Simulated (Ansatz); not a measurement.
Computed with Ansatz on PBE0-D4/def2-TZVP structures; ΔE is electronic, products minus reactants. CCSD(T)/CBS is the MP2 limit (def2-TZVPP, def2-QZVPP) plus CCSD(T) − MP2 in def2-TZVPP, frozen cores. This one scheme is used for every species. DFT in def2-TZVPP. B3LYP here is the variant with VWN-RPA as its local correlation; programs differ in this. Each species was taken in one conformer, which may not be the lowest.

Consider the hydrogenolysis of the Si–Si bond: `O[SiH]([SiH3])N[SiH3]` + H₂ → `O[SiH2]N[SiH3]` + SiH₄.

(1) Is it downhill or uphill in electronic energy at CCSD(T)/CBS, and by how much? (An estimate is asked.)

(2) What do these levels give: PBE-D4, B3LYP, SCS-MP2/def2-TZVPP, MP2/def2-QZVPP, SCS-MP2/def2-QZVPP, MP2/CBS(def2)? (Best estimate.)

Largest T1 diagnostic among the species: 0.012.

Answers

(1) Computed: Downhill: ΔE = -28.2 kJ/mol.

(2) Ansatz gave: PBE-D4 -10.6, B3LYP -42.0, SCS-MP2/def2-TZVPP -40.2, MP2/def2-QZVPP -30.4, SCS-MP2/def2-QZVPP -38.3, MP2/CBS(def2) -28.6 kJ/mol.

In def2-TZVPP, CCSD(T) changes the Hartree–Fock value by +35.0 kJ/mol (the triples alone add +6.3 kJ/mol) and MP2 by +34.6 kJ/mol. From PBE to PBE0 (25 % exact exchange), in def2-TZVPP and without D4, ΔE moves by −6.6 kJ/mol. The D4 term adds +15.2 kJ/mol with B3LYP and +8.6 kJ/mol with PBE0; it sums over pairs of atoms, weighted by their polarisabilities, and B3LYP, whose exchange is more repulsive, gets the larger term.
